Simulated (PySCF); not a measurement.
**SMILES FC(=C)[Se][C@H]1C[C@H]1C, C₆H₉FSe**

Geometry:
| atom | x (Å) | y (Å) | z (Å) |
| --- | --- | --- | --- |
| C1 | 2.800 | -1.690 | 0.373 |
| C2 | 1.929 | -0.701 | 0.476 |
| F3 | 1.290 | -0.448 | 1.629 |
| Se4 | 1.459 | 0.523 | -0.913 |
| C5 | -0.083 | 1.323 | -0.042 |
| C6 | -1.239 | 1.772 | -0.886 |
| C7 | -1.399 | 0.606 | 0.038 |
| C8 | -1.576 | -0.780 | -0.523 |
| H9 | 3.297 | -1.877 | -0.561 |
| H10 | 3.030 | -2.323 | 1.211 |
| H11 | 0.218 | 1.950 | 0.790 |
| H12 | -1.710 | 2.714 | -0.650 |
| H13 | -1.198 | 1.556 | -1.945 |
| H14 | -1.957 | 0.776 | 0.953 |
| H15 | -2.625 | -0.962 | -0.752 |
| H16 | -0.998 | -0.898 | -1.438 |
| H17 | -1.247 | -1.528 | 0.197 |

Computed, not measured: TDDFT BHandHLYP/def2-SVPD circular dichroism and optical rotation, one conformer, gas phase (PySCF 2.14.0). Geometry: GFN2-xTB.

The molecule is flexible and this is one conformer; a measurement averages over conformers. The calculation is non-relativistic, which matters for the atoms heavier than Zn. States above about 7.2 eV (minus the energy of the highest occupied orbital) lie near or above the ionisation threshold and depend on the basis.

Stereocentres: C5 S, C7 R.

(1) What is the specific rotation at 633, 589.3, 546, 436, 405, 365, 355 nm?

(2) And for the mirror image at 589.3 nm?

(3) What is the molar rotation [Φ] = [α]·M/100 of the geometry above at 589.3 nm?

Results:

(1) [α] in deg dm⁻¹ (g/mL)⁻¹:
| λ (nm) | origin-invariant length gauge | modified velocity gauge | length gauge (centre of mass) | isotropic polarisability (au) |
| --- | --- | --- | --- | --- |
| 633 | -156.0 | -157.1 | -155.9 | 100.2 |
| 589.3 | -183.2 | -184.7 | -183.0 | 100.7 |
| 546 | -218.3 | -220.5 | -218.1 | 101.3 |
| 436 | -379.2 | -386.5 | -378.9 | 103.9 |
| 405 | -463.6 | -474.6 | -463.1 | 105.1 |
| 365 | -635.4 | -656.7 | -634.8 | 107.3 |
| 355 | -698.1 | -723.9 | -697.4 | 108.0 |

(2) +183.2 deg dm⁻¹ (g/mL)⁻¹ (origin-invariant length gauge): the same size and the opposite sign.

(3) With M = 179.11 g/mol, -328.1 deg cm² dmol⁻¹ (origin-invariant length gauge).

The first excitation lies at 4.73 eV (262 nm) with R = -9.4 × 10⁻⁴⁰ esu² cm² (velocity form).
